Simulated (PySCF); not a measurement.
C₂H₅BF₂O.
Bonds: C1–B2, B2–F3, B2–O4, O4–C5, C5–F6. Hydrogens: H7, H8, H9 on C1; H10, H11 on C5.

Method used: PySCF, PBE0-D3(BJ)/def2-SVP geometry optimisation, gas phase.

Task: Give the optimised bond lengths and angles.

Result: 
| bond | length (Å) |
| --- | --- |
| C1–B2 | 1.558 |
| B2–F3 | 1.335 |
| B2–O4 | 1.361 |
| O4–C5 | 1.384 |
| C5–F6 | 1.358 |
| C1–H7, C1–H8, C1–H9 | 1.101 |
| C5–H10, C5–H11 | 1.102 |

Bonds in one row agree within 0.01 Å and their mean is given. A selection of angles:
| angle | degrees |
| --- | --- |
| B2–C1–H7 | 110.3 |
| B2–C1–H8 | 112.7 |
| H7–C1–H8 | 109.1 |
| H7–C1–H9 | 106.1 |
| C1–B2–F3 | 120.4 |
| C1–B2–O4 | 121.7 |
| F3–B2–O4 | 117.9 |
| B2–O4–C5 | 121.6 |
| O4–C5–F6 | 109.6 |
| O4–C5–H10 | 107.7 |
| O4–C5–H11 | 111.4 |
| F6–C5–H10 | 108.7 |
| F6–C5–H11 | 108.2 |
| H10–C5–H11 | 111.1 |

Torsions: C1–B2–O4–C5 175° (antiperiplanar); B2–O4–C5–F6 -83° (synclinal). The mirror-image conformer, all signs reversed, is as good.

Of the pairs four or more bonds apart, F3···H11 is among the closest relative to their van der Waals radii: 2.41 Å, 90 % of the sum of Bondi's values. B2 (three-coordinate boron) is planar (angles 121.7°, 120.4° and 117.9°, sum 360.0°, 0.01 Å off the plane of its three neighbours). O4 (boron-bound oxygen) is bent (angle 121.6°).

Point group: C1 (no symmetry element, even within 0.4 Å). Whether it is a minimum is left open (no frequencies). One conformer, not necessarily the lowest.
